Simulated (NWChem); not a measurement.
A series in which one site is exchanged, each optimised at PBE0/def2-SVP with NWChem, gas phase unless a solvent is named. All stand in one matching conformer (torsions within 35°), which need not be the lowest. This build's default masses of Se (78.918 u) and Br (79.917 u) are each other's, which moves their modes by up to 0.6 %. Some are not confirmed as minima by frequencies. def2 effective core potentials on Te; no spin-orbit coupling.

A: [SH][Ca][F] (CaHSF; site = Ca)
B: F[Se]S (HSeSF; site = Se)
C: F[Te]S (HTeSF; site = Te)
D: [F][Zn][SH] (ZnHSF; site = Zn)

Problem. Rank them by dipole (D), PBE0/def2-SVP, lowest first.

Solution. D (1.41), B (2.17), C (2.57), A (4.27)
